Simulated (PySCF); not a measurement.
# How the method changes the constants of KO

State: ²Σ⁺ (doublet), unpaired electrons σ ↑. Set-up: basis K 6-31G(d,p), O 6-31G(d,p); no relativity; PySCF 2.14. De refers to K + O in their high-spin ground configurations, without counterpoise correction. The functionals are run spin-unrestricted. A positive dipole means K(−)O(+).

| Level | Re (Å) | ωe (cm⁻¹) | De (eV) | μ (D) |
| --- | --- | --- | --- | --- |
| UHF | 2.198 | 457 | 0.86 | -8.61 |
| UHF-MP2 | 2.175 | 460 | 2.37 | n/a |
| UHF-SCS-MP2 | 2.181 | 459 | 2.31 | n/a |
| UHF-CCSD | 2.179 | 460 | 2.22 | n/a |
| UHF-CCSD(T) | 2.178 | 458 | 2.27 | n/a |
| PBE | 2.120 | 456 | 3.06 | -7.24 |
| r²SCAN | 2.129 | 465 | 2.96 | -7.59 |
| PBE0 | 2.124 | 468 | 2.70 | -7.61 |
| r²SCAN0 | 2.131 | 473 | 2.66 | -7.81 |
| M06 | 2.135 | 473 | 3.20 | -7.70 |
| B2PLYP | 2.151 | 463 | 2.63 | -7.99 |

The bond length runs from 2.120 Å (PBE) to 2.198 Å (UHF). De spans 0.86 eV (UHF, mean field) to 3.20 eV (M06, hybrid meta-GGA). Correlation at CCSD(T) changes the Hartree–Fock bond energy by +1.41 eV; the triples alone change it by +0.05 eV.

Correlated steps freeze 6 core orbitals. Correlated levels converge slowly with the basis: in double zeta they bind strong bonds too weakly, by up to about 1 eV, and carry superposition errors of some tenths. B2PLYP dipoles, levels and charges come from its SCF part alone. The state is the lowest determinant that a PBE0 search found; another state may lie lower at other levels.

The whole job (state search and all levels along the bond) took about 1.9 min on 1 thread of Arm Neoverse V1 (shared host), peak memory 0.53 GiB.
